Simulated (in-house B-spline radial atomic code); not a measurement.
The numbers below are computed, except where a source is named.
Two electrons in Ge: a Gaussian well −V exp(−r²/w²) with V = 183 meV and w = 77.7 nm

For Ge the NSM archive of the Ioffe Institute lists m_l = 1.6 m0, m_t = 0.08 m0 and ε = 16.2; the model takes one isotropic valley with the conductivity mass 3/(1/m_l + 2/m_t) = 0.117 m0, and so misses anisotropy and the other valleys. All triplets below are those of one valley; with several valleys two electrons can form a triplet in the 1s orbital itself, at an energy set by the valley splitting.

Effective-mass model with parabolic bands, a uniform dielectric constant, no image charges, no central-cell or spin-orbit terms. Two-electron levels come from full CI in B-splines with partial waves to l = 5 (up to 0.001 effective hartree above the limit).

Question: What are the effective units, and what is the potential in them?

Answer: Ha* = 27211.386 meV × 0.117/16.2² = 12.13 meV and a* = 0.0529177 nm × 16.2/0.117 = 7.327 nm. V = 15.1 Ha* and w = 10.6 a*.

In these units the lowest s and p orbitals lie at -14.330712 and -13.823469, and their Coulomb and exchange integrals are J_ss = 0.568709, J_sp = 0.472506 and K_sp = 0.09418. Full CI gives -28.157172 for the ground singlet, -27.792464 for the sp triplet, -27.651733 for the sp singlet and -27.298031 for the lowest triplet of two s orbitals.

Question: What does it cost to add the second electron, to first order and exactly?

Answer: To first order E = 2ε_s + J_ss = -28.092715, so the charging energy E(2) − 2E(1) is J_ss = 6.899 meV. CI gives -28.157172 − 2 × (-14.330712) = 0.504252, or 6.117 meV: relaxation and correlation lower it by 0.7819 meV, 11.3 % of J_ss. The s² configuration of one-electron orbitals holds 95.2 % of the state, and the mean radius is 12.7 nm. The second electron is bound by ε_s − E = 167.7 meV, against 173.8 meV for the first.

Question: How far above the singlet do the triplets lie?

Answer: To first order the sp triplet lies at ε_s + ε_p + J_sp − K_sp = -27.775851, which is 3.844 meV above 2ε_s + J_ss. CI gives -27.792464 − (-28.157172) = 0.364708, or 4.424 meV, 72 % of the orbital spacing of 6.154 meV. The ss triplet lies 10.42 meV up, so the lower of the two is the sp one, and its gap equals k_BT at 51.3 K. The sp singlet-triplet splitting is 1.707 meV, against 2K_sp = 2.285 meV.
